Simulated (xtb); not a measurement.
xtb input (GFN2-xTB):

```bash
xtb mol.xyz --gfn 2 --sp --chrg -1 --uhf 0
```
mol.xyz:
```
11

C     -2.01424121    -0.17496676     0.20518198
C     -0.67017546    -0.81980269    -0.13592198
B      0.59177959     0.20064795    -0.01955574
O      0.54168981     1.44386595     0.32808020
O      1.82302818    -0.48610435    -0.36693652
H     -2.86147915    -0.87061762     0.12742879
H     -2.20956245     0.67462914    -0.45405854
H     -1.99759190     0.23011171     1.22010987
H     -0.70469205    -1.23937155    -1.15155415
H     -0.49582728    -1.68623835     0.51808899
H      2.49901103     0.19477078    -0.26694564
```

Output:

```
           -------------------------------------------------
          |                Calculation Setup                |
           -------------------------------------------------

           -------------------------------------------------
          |                 G F N 2 - x T B                 |
           -------------------------------------------------

        Reference                      10.1021/acs.jctc.8b01176
      * Hamiltonian:
        H0-scaling (s, p, d)           1.850000    2.230000    2.230000
        zeta-weighting                 0.500000
      * Dispersion:
        s8                             2.700000
        a1                             0.520000
        a2                             5.000000
        s9                             5.000000
      * Repulsion:
        kExp                           1.500000    1.000000
        rExp                           1.000000
      * Coulomb:
        alpha                          2.000000
        third order                    shell-resolved
        anisotropic                    true
        a3                             3.000000
        a5                             4.000000
        cn-shift                       1.200000
        cn-exp                         4.000000
        max-rad                        5.000000

          ...................................................
          :                      SETUP                      :
          :.................................................:
          :  # basis functions                  26          :
          :  # atomic orbitals                  26          :
          :  # shells                           16          :
          :  # electrons                        30          :
          :  max. iterations                   250          :
          :  Hamiltonian                  GFN2-xTB          :
          :  restarted?                      false          :
          :  GBSA solvation                  false          :
          :  PC potential                    false          :
          :  electronic temp.          300.0000000     K    :
          :  accuracy                    1.0000000          :
          :  -> integral cutoff          0.2500000E+02      :
          :  -> integral neglect         0.1000000E-07      :
          :  -> SCF convergence          0.1000000E-05 Eh   :
          :  -> wf. convergence          0.1000000E-03 e    :
          :  Broyden damping             0.4000000          :
          :  net charge                         -1          :
          :  unpaired electrons                  0          :
          ...................................................

 iter      E             dE          RMSdq      gap      omega  full diag
   1    -16.8264698 -0.168265E+02  0.716E+00    8.84       0.0  T
   2    -17.0794599 -0.252990E+00  0.452E+00    5.48       1.0  T
   3    -17.0991831 -0.197232E-01  0.240E+00    6.95       1.0  T
   4    -17.1020679 -0.288485E-02  0.960E-01    6.07       1.0  T
   5    -17.1142534 -0.121855E-01  0.249E-01    6.61       1.0  T
   6    -17.1141660  0.873402E-04  0.120E-01    6.64       1.0  T
   7    -17.1142676 -0.101577E-03  0.372E-02    6.60       1.0  T
   8    -17.1142798 -0.122208E-04  0.833E-03    6.58       3.6  T
   9    -17.1142796  0.175507E-06  0.753E-03    6.58       4.0  T
  10    -17.1142801 -0.457385E-06  0.339E-03    6.59       8.9  T
  11    -17.1142802 -0.154272E-06  0.514E-04    6.58      58.7  T
  12    -17.1142803 -0.313144E-08  0.107E-04    6.58     282.6  T

   *** convergence criteria satisfied after 12 iterations ***

         #    Occupation            Energy/Eh            Energy/eV
      -------------------------------------------------------------
         1        2.0000           -0.4498790             -12.2418
       ...           ...                  ...                  ...
         9        2.0000           -0.2666388              -7.2556
        10        2.0000           -0.2549413              -6.9373
        11        2.0000           -0.2332588              -6.3473
        12        2.0000           -0.2196696              -5.9775
        13        2.0000           -0.1760987              -4.7919
        14        2.0000           -0.1594058              -4.3377
        15        2.0000           -0.1218871              -3.3167 (HOMO)
        16                          0.1200426               3.2665 (LUMO)
        17                          0.2823809               7.6840
        18                          0.3276344               8.9154
        19                          0.3289682               8.9517
        20                          0.3397665               9.2455
       ...                                ...                  ...
        26                          0.8684673              23.6322
      -------------------------------------------------------------
                  HL-Gap            0.2419297 Eh            6.5832 eV
             Fermi-level           -0.0009223 Eh           -0.0251 eV

 SCC (total)                   0 d,  0 h,  0 min,  0.003 sec
 SCC setup                      ...        0 min,  0.000 sec (  1.695%)
 Dispersion                     ...        0 min,  0.000 sec (  1.024%)
 classical contributions        ...        0 min,  0.000 sec (  0.362%)
 integral evaluation            ...        0 min,  0.001 sec ( 16.806%)
 iterations                     ...        0 min,  0.002 sec ( 48.474%)
 molecular gradient             ...        0 min,  0.001 sec ( 29.788%)
 printout                       ...        0 min,  0.000 sec (  1.694%)

         :::::::::::::::::::::::::::::::::::::::::::::::::::::
         ::                     SUMMARY                     ::
         :::::::::::::::::::::::::::::::::::::::::::::::::::::
         :: total energy             -16.966392045330 Eh    ::
         :: gradient norm              0.041231324308 Eh/a0 ::
         :: HOMO-LUMO gap              6.583242352454 eV    ::
         ::.................................................::
         :: SCC energy               -17.114277889559 Eh    ::
         :: -> isotropic ES            0.251860066921 Eh    ::
         :: -> anisotropic ES          0.009497068637 Eh    ::
         :: -> anisotropic XC          0.001656596912 Eh    ::
         :: -> dispersion             -0.005586594827 Eh    ::
         :: repulsion energy           0.147885844229 Eh    ::
         :: add. restraining           0.000000000000 Eh    ::
         :: total charge              -1.000000000000 e     ::
         :::::::::::::::::::::::::::::::::::::::::::::::::::::

           -------------------------------------------------
          |                Property Printout                |
           -------------------------------------------------

    * Orbital Energies and Occupations

         #    Occupation            Energy/Eh            Energy/eV
      -------------------------------------------------------------
         1        2.0000           -0.4498790             -12.2418
       ...           ...                  ...                  ...
         3        2.0000           -0.3797568             -10.3337
         4        2.0000           -0.3723605             -10.1324
         5        2.0000           -0.3316932              -9.0258
         6        2.0000           -0.3147861              -8.5658
         7        2.0000           -0.3131266              -8.5206
         8        2.0000           -0.2753911              -7.4938
         9        2.0000           -0.2666388              -7.2556
        10        2.0000           -0.2549413              -6.9373
        11        2.0000           -0.2332588              -6.3473
        12        2.0000           -0.2196696              -5.9775
        13        2.0000           -0.1760987              -4.7919
        14        2.0000           -0.1594058              -4.3377
        15        2.0000           -0.1218871              -3.3167 (HOMO)
        16                          0.1200426               3.2665 (LUMO)
        17                          0.2823809               7.6840
        18                          0.3276344               8.9154
        19                          0.3289682               8.9517
        20                          0.3397665               9.2455
        21                          0.3654947               9.9456
        22                          0.3911951              10.6450
        23                          0.4441431              12.0857
        24                          0.4771255              12.9832
        25                          0.5371464              14.6165
        26                          0.8684673              23.6322
      -------------------------------------------------------------
                  HL-Gap            0.2419297 Eh            6.5832 eV
             Fermi-level           -0.0009223 Eh           -0.0251 eV

     #   Z          covCN         q      C6AA      α(0)
     1   6 C        3.747    -0.072    21.943     6.681
     2   6 C        3.712    -0.143    23.394     6.911
     3   5 B        2.462     0.421    17.877     7.519
     4   8 O        0.789    -0.749    30.140     7.359
     5   8 O        1.587    -0.614    25.534     6.819
     6   1 H        0.923    -0.029     3.610     2.971
     7   1 H        0.924     0.007     2.946     2.684
     8   1 H        0.924     0.007     2.939     2.681
     9   1 H        0.923    -0.034     3.711     3.013
    10   1 H        0.923    -0.034     3.712     3.013
    11   1 H        0.805     0.239     0.938     1.521

 Mol. C6AA /au·bohr⁶  :       1175.624271
 Mol. C8AA /au·bohr⁸  :      25529.826269
 Mol. α(0) /au        :         51.173123

Wiberg/Mayer (AO) data.
largest (>0.10) Wiberg bond orders for each atom

 ---------------------------------------------------------------------------
     #   Z sym  total        # sym  WBO       # sym  WBO       # sym  WBO
 ---------------------------------------------------------------------------
     1   6 C    3.993 --     2 C    1.021     7 H    0.990     8 H    0.990
                             6 H    0.986
     2   6 C    3.897 --     1 C    1.021     9 H    0.979    10 H    0.979
                             3 B    0.856
     3   5 B    3.428 --     4 O    1.661     5 O    0.888     2 C    0.856
     4   8 O    1.797 --     3 B    1.661
     5   8 O    1.915 --    11 H    0.928     3 B    0.888
     6   1 H    0.999 --     1 C    0.986
     7   1 H    1.000 --     1 C    0.990
     8   1 H    1.000 --     1 C    0.990
     9   1 H    0.999 --     2 C    0.979
    10   1 H    0.999 --     2 C    0.979
    11   1 H    0.943 --     5 O    0.928
 ---------------------------------------------------------------------------

Topologies differ in total number of bonds
Writing topology from bond orders to xtbtopo.mol

molecular dipole:
                 x           y           z       tot (Debye)
 q only:       -0.651      -0.744      -0.123
   full:       -0.696      -1.015      -0.191       3.165
molecular quadrupole (traceless):
                xx          xy          yy          xz          yz          zz
 q only:       -0.382      -0.653      -4.498       0.596      -2.717       4.880
  q+dip:        0.627       0.589      -5.479       0.822      -3.182       4.852
   full:        0.989       0.453      -6.159       0.790      -3.459       5.169

           -------------------------------------------------
          | TOTAL ENERGY              -16.966392045330 Eh   |
          | GRADIENT NORM               0.041231324308 Eh/α |
          | HOMO-LUMO GAP               6.583242352454 eV   |
           -------------------------------------------------

------------------------------------------------------------------------
------------------------------------------------------------------------
Note: The following floating-point exceptions are signalling: IEEE_UNDERFLOW_FLAG IEEE_DENORMAL
normal termination of xtb
 total:
 SCF:
```

It need not be the lowest isomer of its formula. Whether it binds its extra electron was not tested at this geometry.
